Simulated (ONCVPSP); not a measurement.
## What one change does to a pseudopotential (zirconium (Zr), ONCV)

zirconium (Zr), optimised norm-conserving Vanderbilt (ONCV), made with ONCVPSP 4.0.1 (PBE, non-relativistic). Core [Ar] 3d10, reference 4s2 4p6 4d1 (charge +3). Waves: 4s: rc 1.30 bohr, ncon 4, nbas 8, qcut 4.2 1/bohr, 2 projectors, debl 0.7 Ha; 4p: rc 1.30 bohr, ncon 3, nbas 7, qcut 6.8 1/bohr, 2 projectors, debl 0.7 Ha; 4d: rc 2.05 bohr, ncon 4, nbas 9, qcut 7.6 1/bohr, 2 projectors, debl 0.6 Ha; f scattering state at 0.02 Ha: rc 1.80 bohr, ncon 4, nbas 7, qcut 5.7 1/bohr, 2 projectors, debl 1.2 Ha. Local part: polynomial inside 0.85 bohr (lpopt 5, dvloc0 0 Ha). Core correction: Teter function, fcfact 1.5, rcfact 1.5.

In the s channel the program set the typed energies aside and used -2.909, 0.250 Ha. In the p channel the program set the typed energies aside and used -2.163, 0.250 Ha. In the d channel the program set the typed energies aside and used -1.051, 0.250 Ha.

Change: core correction Teter function, fcfact 7.3, rcfact 1.5.

Cutoffs: the cutoffs (Ha) at which the residual kinetic energy of the hardest occupied pseudo-wave falls to 1 and 0.1 mHa per electron; they do not see the model core or the augmentation charge, which bear on the density cutoff. Errors are all-electron minus pseudo energies relative to the spin-unpolarised reference configuration.

Task: Predict the effect on cutoff, ghosts and configuration errors.

Result: The potential gets neither clearly harder nor softer (97 Ha and 112 Ha → 97 Ha and 112 Ha); both files keep a bound ghost (s); of the 4 tests that both files solve, the error grows in 3 and shrinks in 1 by more than 15 % and 0.3 meV (median size 1.3 → 3.6 meV). A model core, the more so a compact one, raises the density cutoff, which this test does not measure.

```tsv
quantity	base	changed
cutoff, loose	97 Ha	97 Ha
cutoff, tight	112 Ha	112 Ha
bound ghosts	s	s
GHOST(+) flags under 300 eV	f at 95.0 eV, p at 186.9 eV	f at 95.0 eV, p at 186.9 eV
error for 4s2 4p6 4d2 5s2, meV [ΔE -42.49 eV]	-5.0	-7.8
error for 4s2 4p6 4d2 5s1, meV [ΔE -35.57 eV]	-1.5	-3.9
error for 4s2 4p6 4d2, meV [ΔE -22.96 eV]	+1.1	-0.8
error for 4s2 4p6 4d2 5s1 5p1, meV [ΔE -39.66 eV]	-1.1	-3.4
s: phases at 1.32 bohr within 0.05 rad from the reference energy up to (Ha; the scan ends near 5)	to the end of the scan	to the end of the scan
p: phases at 1.32 bohr within 0.05 rad from the reference energy up to (Ha; the scan ends near 5)	to the end of the scan	to the end of the scan
d: phases at 2.08 bohr within 0.05 rad from the reference energy up to (Ha; the scan ends near 5)	to the end of the scan	to the end of the scan
f: phases at 1.83 bohr within 0.05 rad from the reference energy up to (Ha; the scan ends near 5)	2.7	2.7
rms error of d²Exc/dni dnj with the model core, mHa	0.38	3.89
```

 A true bound ghost makes a file unfit for plane-wave use even where its test errors are small: the radial tests pick states by their node count and pass the ghost by.
